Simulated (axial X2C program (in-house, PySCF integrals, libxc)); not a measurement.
## Which molecule has these constants?

Calculated with an in-house relativistic program for diatomic molecules, spin-free (one-electron X2C) or two-component (2c: spin–orbit coupling with atomic mean-field Coulomb and Gaunt terms, which also bring small scalar terms), in Dyall basis sets with cores contracted in-house; open shells are unrestricted.

A two-component PBE0 calculation in a Dyall 3-zeta basis gave Re = 1.598 Å, ωe = 1219.2 cm⁻¹, De = 6.62 eV, Ω = 0.

**Question.** Which molecule is it?
A. SnP⁻
B. GeP⁻
C. SiP⁻
D. PC⁻

**Answer.** D. The others have SnP⁻ 2.261 Å and 465.3 cm⁻¹ (Ω = 0); GeP⁻ 2.067 Å and 546.5 cm⁻¹ (Ω = 0); SiP⁻ 2.009 Å and 698.4 cm⁻¹ (Ω = 0).

Each entry is the lowest single determinant of a limited PBE0 search at one distance. De goes to single-determinant-based atoms at the same level (for ions the charge split of lowest energy) and is withheld (n/a) where an atom does not fit its ground term or J level. Main or longest-lived isotopes. The functionals have no current term, which raises determinants with orbital currents.
